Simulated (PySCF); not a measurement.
Te⁺ (tellurium, charge +1) across methods

[Kr] 4d10 5s1 5p3 6s1, high-spin 6S determinant (an excited configuration). All numbers are calculated (PySCF 2.14, scalar relativity by spin-free X2C-1e, in aug-cc-pVTZ-DK3).

```json
{"method": "LDA", "E (hartree)": "-6786.09", "mean ε 5s α (eV)": "-28.993", "mean ε 5p α (eV)": "-18.533", "mean ε 6s α (eV)": "-7.131", "Σ⟨r²⟩ (bohr²)": "67.61", "⟨S²⟩": "8.751"}
{"method": "r2SCAN", "E (hartree)": "-6792.50", "mean ε 5s α (eV)": "-29.917", "mean ε 5p α (eV)": "-19.079", "mean ε 6s α (eV)": "-6.911", "Σ⟨r²⟩ (bohr²)": "68.95", "⟨S²⟩": "8.753"}
{"method": "M06-L", "E (hartree)": "-6792.33", "mean ε 5s α (eV)": "-28.959", "mean ε 5p α (eV)": "-18.361", "mean ε 6s α (eV)": "-6.863", "Σ⟨r²⟩ (bohr²)": "69.02", "⟨S²⟩": "8.752"}
{"method": "PW91", "E (hartree)": "-6793.02", "mean ε 5s α (eV)": "-28.913", "mean ε 5p α (eV)": "-18.493", "mean ε 6s α (eV)": "-6.969", "Σ⟨r²⟩ (bohr²)": "67.84", "⟨S²⟩": "8.751"}
{"method": "UHF", "E (hartree)": "-6789.74317", "mean ε 5s α (eV)": "-37.213", "mean ε 5p α (eV)": "-23.304", "mean ε 6s α (eV)": "-8.366", "Σ⟨r²⟩ (bohr²)": "70.09", "⟨S²⟩": "8.753"}
{"method": "MN15", "E (hartree)": "-6797.23", "mean ε 5s α (eV)": "-32.107", "mean ε 5p α (eV)": "-20.636", "mean ε 6s α (eV)": "-7.476", "Σ⟨r²⟩ (bohr²)": "67.90", "⟨S²⟩": "8.752"}
{"method": "BP86", "E (hartree)": "-6793.25", "mean ε 5s α (eV)": "-28.946", "mean ε 5p α (eV)": "-18.532", "mean ε 6s α (eV)": "-7.108", "Σ⟨r²⟩ (bohr²)": "67.85", "⟨S²⟩": "8.751"}
{"method": "PBE", "E (hartree)": "-6792.06", "mean ε 5s α (eV)": "-28.849", "mean ε 5p α (eV)": "-18.445", "mean ε 6s α (eV)": "-6.923", "Σ⟨r²⟩ (bohr²)": "68.01", "⟨S²⟩": "8.751"}
```

**Question.** Estimate the same row for PBE0.

**Answer.** E (hartree) = -6792.15; mean ε 5s α (eV) = -31.148; mean ε 5p α (eV) = -19.821; mean ε 6s α (eV) = -7.361; Σ⟨r²⟩ (bohr²) = 68.34; ⟨S²⟩ = 8.752.

The outer electron is Rydberg-like, and this basis confines it to a smaller radius and binds it less than a complete one would.
